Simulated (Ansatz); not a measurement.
`CC1([SiH3])C[SiH2]1` + `OO` → `O[SiH3]` + `CC1(O)C[SiH2]1`  (formal exchange of groups at the Si–C bond)

Calculated with Ansatz (gas phase, PBE0-D4/def2-TZVP geometries, no zero-point term in ΔE). CCSD(T)/CBS is the MP2 limit (def2-TZVPP, def2-QZVPP) plus CCSD(T) − MP2 in def2-TZVPP, frozen cores. This one scheme is used for every species. Functionals use def2-TZVPP. B3LYP here is the variant with VWN-RPA as its local correlation; programs differ in this. One conformer a species, not always the lowest.

`CC1([SiH3])C[SiH2]1`:

Cartesian coordinates in Å:
```
C -0.439 0.235 -1.573
C -0.050 0.009 -0.124
Si -1.415 -0.576 0.989
C 1.334 -0.656 0.104
Si 1.242 1.106 0.641
H -0.737 -0.705 -2.050
H -1.273 0.935 -1.660
H 0.393 0.644 -2.155
H -2.545 0.392 0.988
H -0.900 -0.721 2.380
H -1.938 -1.903 0.550
H 1.398 -1.444 0.850
H 1.883 -0.896 -0.803
H 1.190 1.439 2.080
H 1.857 2.140 -0.217
```

`OO`:

Cartesian coordinates in Å:
```
O -0.734 0.078 -0.177
O 0.655 -0.212 -0.319
H -0.702 0.997 0.114
H 0.781 -0.863 0.382
```

`O[SiH3]`:

Z-matrix (Å, degrees):
```
Si
O 1 1.648
H 1 1.489 2 111.7
H 1 1.489 2 111.7 3 120.9
H 1 1.481 2 105.9 3 -119.6
H 2 0.957 1 117.9 3 -60.5
```

`CC1(O)C[SiH2]1`:

Cartesian coordinates in Å:
```
C -1.175 0.502 0.836
C -0.017 -0.274 0.273
O 0.289 -1.446 0.990
C -0.036 -0.545 -1.228
Si 1.358 0.563 -0.703
H -0.969 0.836 1.857
H -2.073 -0.125 0.853
H -1.386 1.391 0.237
H 0.668 -1.189 1.835
H -0.882 -0.148 -1.782
H 0.217 -1.566 -1.495
H 2.722 -0.005 -0.659
H 1.285 2.008 -1.014
```

(1) Is it downhill or uphill in electronic energy at CCSD(T)/CBS, and by how much? (Best estimate.)

(2) What do these levels give: r2SCAN-D4, PBE0-D4, ωB97X-V, B2PLYP, PBE0, B3LYP, HF/def2-TZVPP, MP2/def2-TZVPP, CCSD/def2-TZVPP, HF/def2-QZVPP, SCS-MP2/def2-QZVPP, CCSD/CBS(def2)? (An estimate is asked.)

Largest T1 diagnostic among the species: 0.012.

Results:

(1) The calculation gave: Downhill: ΔE = -80.2 kcal/mol.

(2) Ansatz gave: r2SCAN-D4 -79.0, PBE0-D4 -77.0, ωB97X-V -78.3, B2PLYP -81.2, PBE0 -78.3, B3LYP -80.6, HF/def2-TZVPP -88.8, MP2/def2-TZVPP -82.1, CCSD/def2-TZVPP -80.7, HF/def2-QZVPP -89.4, SCS-MP2/def2-QZVPP -82.2, CCSD/CBS(def2) -81.9 kcal/mol.

In def2-TZVPP, CCSD(T) changes the Hartree–Fock value by +9.7 kcal/mol (the triples alone add +1.6 kcal/mol) and MP2 by +6.7 kcal/mol. The D4 term adds +2.3 kcal/mol with B3LYP and +1.3 kcal/mol with PBE0; it sums over pairs of atoms, weighted by their polarisabilities, and B3LYP, whose exchange is more repulsive, gets the larger term. From PBE to PBE0 (25 % exact exchange), in def2-TZVPP and without D4, ΔE moves by −3.2 kcal/mol.
